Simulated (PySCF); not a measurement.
CH6GeS, SMILES S[CH2][GeH3] (PBE0/def2-SVP optimised geometry):

```
9

S      1.980    -0.980     0.000
C      0.162    -0.980     0.000
Ge    -0.606     0.828     0.000
H      2.147    -0.280    -1.143
H     -0.128    -1.488     0.933
H     -0.234    -1.584    -0.831
H     -0.075     1.584    -1.234
H     -0.177     1.569     1.277
H     -2.147     0.764    -0.074
```

Level of theory: PBE0/def2-TZVP (PySCF 2.14.0).

Problem. What are the frontier orbital energies and the dipole moment?

Solution. HOMO-2 -9.48 eV, HOMO-1 -9.02 eV, HOMO -6.75 eV, LUMO 0.07 eV, LUMO+1 1.07 eV; dipole moment 1.20 D.

Meta-Löwdin charges at PBE0/def2-TZVP: S1 -0.08, C2 -0.47, Ge3 0.36, H4 0.09, H5 0.14, H6 0.13, H7 -0.06, H8 -0.05, H9 -0.06.
